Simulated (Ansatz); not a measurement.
Calculated with Ansatz (gas phase, PBE0-D4/def2-TZVP geometries, no zero-point term in ΔE). CBS: MP2 limit from def2 TZ/QZ plus the TZ coupled-cluster correction, frozen cores. This one scheme is used for every species. Functionals use def2-TZVPP. HSE06 is defined as in plane-wave codes. Elements past krypton have def2 core potentials. For Sb outer-core shells are correlated without core-valence functions, which leaves a few kJ/mol of doubt a bond. Each species was taken in one conformer, which may not be the lowest.

Consider the ligand exchange at the Sb–N bond: `O=C[NH][SbH2]` + `N[SiH3]` → `[SiH3][NH][SbH2]` + `NC=O`.

`O=C[NH][SbH2]`:

Z-matrix (Å, degrees):
```
C
N 1 1.339
O 1 1.218 2 122.2
H 1 1.105 2 115.7 3 -180.0
Sb 2 2.071 1 113.0 3 -1.9
H 2 1.007 1 119.8 3 176.7
H 5 1.722 2 89.1 1 169.9
H 5 1.712 2 94.6 1 79.3
```

`N[SiH3]`:

Z-matrix (Å, degrees):
```
Si
N 1 1.720
H 1 1.486 2 107.9
H 1 1.494 2 116.0 3 -120.3
H 1 1.486 2 107.9 3 119.4
H 2 1.007 1 119.6 3 -168.6
H 2 1.007 1 119.6 3 49.2
```

`[SiH3][NH][SbH2]`:

Z-matrix (Å, degrees):
```
Si
N 1 1.720
H 1 1.489 2 108.9
H 1 1.492 2 113.7 3 120.6
H 1 1.487 2 108.8 3 -120.1
Sb 2 2.028 1 126.1 3 172.9
H 2 1.008 1 118.1 3 -28.8
H 6 1.720 2 96.6 1 37.4
H 6 1.713 2 94.5 1 -53.2
```

`NC=O`:

```xyz
6

N    -0.120    0.553   -0.399
C     0.119   -0.525    0.380
O     1.208   -0.868    0.770
H     0.650    1.131   -0.690
H    -1.050    0.787   -0.692
H    -0.807   -1.077    0.630
```

| level | ΔE (kcal/mol) |
| --- | --- |
| HSE06-D4 | 1.6 |
| CCSD/def2-TZVPP | 1.5 |

(1) What does CCSD(T)/CBS give? (Estimate.)

Largest T1 diagnostic among the species: 0.017.

Results:

(1) Ansatz gave: +2.0 kcal/mol. The listed levels differ from it by -0.4, -0.5 kcal/mol.

In def2-TZVPP, CCSD(T) changes the Hartree–Fock value by +1.4 kcal/mol (the triples alone add +0.4 kcal/mol) and MP2 by +1.3 kcal/mol. From BLYP to BHLYP (50 % exact exchange), in def2-TZVPP and without D4, ΔE moves by −1.2 kcal/mol. Leaving LDA and LC-ωPBE aside and taking each functional with its dispersion term where it has one, the values, not all of them listed here, spread over 1.8 kcal/mol, from BHLYP-D4 to B97M-V.
